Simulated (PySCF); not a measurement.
C2H8GaN (SMILES [CH3][Ga]([CH3])[NH2]), singlet, at a GFN2-xTB geometry (such geometries of metal compounds can be far from the true shape); PySCF with CASSCF(4,5)/STO-3G.

PySCF was given this input:
```python
from pyscf import gto, scf, mcscf
import numpy

mol = gto.M(
    atom='''
Ga   -0.00761284    0.00459742   -0.00718062
C    -1.47884245   -1.38778618   -0.18493916
H    -1.05168600   -2.36672124   -0.41560341
H    -2.18788433   -1.12667780   -0.97341869
H    -2.03176568   -1.48051672    0.75320576
C     0.14501038    1.80120787   -0.94511105
H     0.39806606    1.66901511   -2.00002823
H     0.92475389    2.40853922   -0.48014401
H    -0.79777164    2.35163479   -0.90095074
N     1.34504569   -0.42152953    1.14250953
H     2.14737161    0.15716552    1.35662250
H     1.42258653   -1.28478215    1.66565073
''',
    basis='sto-3g',
    verbose=4,
)

mf = scf.RHF(mol)
mf.kernel()
mc = mcscf.CASSCF(mf, 5, 4)
mc.fix_spin_(ss=0.0)
mc.kernel()
occ = numpy.linalg.eigvalsh(mc.fcisolver.make_rdm1(mc.ci, mc.ncas, mc.nelecas))[::-1]
ss = mc.fcisolver.spin_square(mc.ci, mc.ncas, mc.nelecas)[0]
print('natural occupations', occ.round(4), ' <S^2>', round(ss, 4))
```

The log (banner, timings and long lists left out):

```
PySCF version 2.14.0

[INPUT] verbose = 4
[INPUT] num. atoms = 12
[INPUT] num. electrons = 58
[INPUT] charge = 0
[INPUT] spin (= nelec alpha-beta = 2S) = 0
[INPUT] symmetry False subgroup None
[INPUT] Mole.unit = angstrom
[INPUT] Symbol           X                Y                Z      unit          X                Y                Z       unit  Magmom
[...]
nuclear repulsion = 272.234145129845
number of shells = 25
number of NR pGTOs = 123
number of NR cGTOs = 41
basis = sto-3g
ecp = {}

******** <class 'pyscf.scf.hf.RHF'> ********
method = RHF
initial guess = minao
damping factor = 0
level_shift factor = 0
DIIS = <class 'pyscf.scf.diis.CDIIS'>
diis_start_cycle = 1
diis_space = 8
diis_damp = 0
SCF conv_tol = 1e-09
SCF conv_tol_grad = None
SCF max_cycles = 50
direct_scf = True
direct_scf_tol = 1e-13
Set gradient conv threshold to 3.16228e-05
Initial guess from minao.
init E= -2031.72497489008
[...]
cycle= 1 E= -2033.95946115665  delta_E= -2.23  |g|= 0.563  |ddm|= 3.84
[...]
cycle= 2 E= -2034.11341279839  delta_E= -0.154  |g|= 0.11  |ddm|= 1.25
[...]
cycle= 3 E= -2034.1177667334  delta_E= -0.00435  |g|= 0.0346  |ddm|= 0.192
[...]
cycle= 4 E= -2034.11826870458  delta_E= -0.000502  |g|= 0.00975  |ddm|= 0.0645
[...]
cycle= 5 E= -2034.11834686888  delta_E= -7.82e-05  |g|= 0.0035  |ddm|= 0.027
[...]
cycle= 6 E= -2034.11836918811  delta_E= -2.23e-05  |g|= 0.00195  |ddm|= 0.0161
[...]
cycle= 7 E= -2034.11837897591  delta_E= -9.79e-06  |g|= 0.00117  |ddm|= 0.0115
[...]
cycle= 8 E= -2034.11838391028  delta_E= -4.93e-06  |g|= 0.00058  |ddm|= 0.0103
[...]
cycle= 9 E= -2034.11838526239  delta_E= -1.35e-06  |g|= 0.000173  |ddm|= 0.00711
[...]
cycle= 10 E= -2034.11838534465  delta_E= -8.23e-08  |g|= 7.01e-05  |ddm|= 0.00152
[...]
cycle= 11 E= -2034.11838535599  delta_E= -1.13e-08  |g|= 1.47e-05  |ddm|= 0.000664
[...]
cycle= 12 E= -2034.11838535633  delta_E= -3.35e-10  |g|= 4.84e-06  |ddm|= 9.73e-05
[...]
Extra cycle  E= -2034.11838535636  delta_E= -3.59e-11  |g|= 3.15e-06  |ddm|= 1.43e-05
converged SCF energy = -2034.11838535636

******** <class 'pyscf.mcscf.mc1step.CASSCF'> ********
CAS (2e+2e, 5o), ncore = 27, nvir = 9
max_cycle_macro = 50
max_cycle_micro = 4
conv_tol = 1e-07
conv_tol_grad = None
orbital rotation max_stepsize = 0.02
orbital rotation threshold for CI restart = 0.01
augmented hessian ah_max_cycle = 30
augmented hessian ah_conv_tol = 1e-12
augmented hessian ah_linear dependence = 1e-14
augmented hessian ah_level shift = 1e-08
[...]
CASCI E = -2034.12656154843  S^2 = 0.0000000
[...]
macro iter  40 ( 21 JK    4 micro), CASSCF E = -2034.13749584909  dE = -4.83710710e-06  S^2 = 0.0000000
               |grad[o]|=0.00294  |grad[c]|=0.0079  |ddm|=0.0191  |maxRot[o]|=0.00182
macro iter  41 ( 21 JK    4 micro), CASSCF E = -2034.13750067760  dE = -4.82851806e-06  S^2 = 0.0000000
               |grad[o]|=0.00293  |grad[c]|=0.0079  |ddm|=0.0192  |maxRot[o]|=0.00179
macro iter  42 ( 21 JK    4 micro), CASSCF E = -2034.13750547627  dE = -4.79866185e-06  S^2 = 0.0000000
               |grad[o]|=0.00293  |grad[c]|=0.00789  |ddm|=0.0191  |maxRot[o]|=0.00176
macro iter  43 ( 21 JK    4 micro), CASSCF E = -2034.13751026534  dE = -4.78907918e-06  S^2 = 0.0000000
               |grad[o]|=0.00292  |grad[c]|=0.00788  |ddm|=0.0191  |maxRot[o]|=0.00174
macro iter  44 ( 21 JK    4 micro), CASSCF E = -2034.13751501441  dE = -4.74907006e-06  S^2 = 0.0000000
               |grad[o]|=0.00291  |grad[c]|=0.00787  |ddm|=0.0189  |maxRot[o]|=0.00171
macro iter  45 ( 21 JK    4 micro), CASSCF E = -2034.13751975789  dE = -4.74347667e-06  S^2 = 0.0000000
               |grad[o]|=0.0029  |grad[c]|=0.00787  |ddm|=0.019  |maxRot[o]|=0.0017
macro iter  46 ( 21 JK    4 micro), CASSCF E = -2034.13752446671  dE = -4.70881560e-06  S^2 = 0.0000000
               |grad[o]|=0.0029  |grad[c]|=0.00786  |ddm|=0.019  |maxRot[o]|=0.00167
macro iter  47 ( 17 JK    4 micro), CASSCF E = -2034.13808906856  dE = -5.64601856e-04  S^2 = 0.0000000
               |grad[o]|=0.00289  |grad[c]|=0.0264  |ddm|=0.0859  |maxRot[o]|=0.171
macro iter  48 ( 21 JK    4 micro), CASSCF E = -2034.13808407659  dE =  4.99197608e-06  S^2 = 0.0000000
               |grad[o]|=0.00593  |grad[c]|=0.0121  |ddm|=0.0169  |maxRot[o]|=0.0769
macro iter  49 ( 21 JK    4 micro), CASSCF E = -2034.13858887438  dE = -5.04797793e-04  S^2 = 0.0000000
               |grad[o]|=0.00517  |grad[c]|=0.00155  |ddm|=0.00755  |maxRot[o]|=0.0759
macro iter  50 ( 21 JK    4 micro), CASSCF E = -2034.13880300911  dE = -2.14134727e-04  S^2 = 0.0000000
               |grad[o]|=0.00518  |grad[c]|=0.00697  |ddm|=0.0115  |maxRot[o]|=0.149
1-step CASSCF not converged,  50 macro (1046 JK 200 micro) steps
CASSCF canonicalization
Density matrix diagonal elements [1.95437345e+00 1.98273016e+00 1.95161865e-03 4.47546823e-02
 1.61900928e-02]
CASSCF energy = -2034.13880300911
CASCI E = -2034.13880300911  E(CI) = -6.53757140196080  S^2 = 0.0000000
natural occupations [1.9845e+00 1.9671e+00 3.3400e-02 1.4700e-02 3.0000e-04]  <S^2> 0.0
```

The run did not converge; its last values are not results.
